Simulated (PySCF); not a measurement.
C₃H₅ (SMILES [CH-]=CC), charge -1, singlet, at a GFN2-xTB geometry (in this run its highest filled SCF level lies above zero, so its values depend strongly on the basis, on diffuse functions most of all). Base run: M062X/def2-SVP run with PySCF.

Input for PySCF:
```python
from pyscf import gto, scf, dft

mol = gto.M(
    atom='''
C     1.35805982    0.02312035   -0.00323503
C     0.09892564    0.45870450   -0.01716080
H     2.08097321    0.91930036   -0.03769013
H    -0.29397552    1.52858289   -0.05609412
C    -1.06691089   -0.50759766    0.02066702
H    -0.69797393   -1.53441177    0.05804749
H    -1.71318980   -0.34673546    0.89954519
H    -1.71628136   -0.41209920   -0.86543564
''',
    basis='def2-svp',
    charge=-1,
    verbose=4,
)

mf = dft.RKS(mol)
mf.xc = 'm062x'
mf.kernel()
```

Each row names what was changed in the base input (with any setting that the change needs).

| change | ΔE vs base (mEh) | grid points | electrons on the grid |
|---|---|---|---|
| base | 0.000 | 91400 | 24.00000 |
| grids.level = 1 | -0.250 | 27904 | 23.99999 |
| grids.atom_grid = (75, 302) | -0.001 | 116544 | 24.00000 |
| grids.atom_grid = (99, 590) | 0.003 | 260088 | 24.00000 |
| grids.level = 4 | 0.004 | 164368 | 24.00000 |
| grids.prune = off | 0.002 | 143456 | 24.00000 |
| grids.level = 7 | 0.005 | 510336 | 24.00000 |
| grids.radi_method = gauss_chebyshev | 0.003 | 89024 | 24.00000 |
| grids.radi_method = mura_knowles | 0.000 | 87080 | 24.00000 |
| grids.prune = dft.gen_grid.sg1_prune | -0.019 | 40536 | 24.00011 |
| grids.level = 0 | -26.624 | 6360 | 23.99289 |
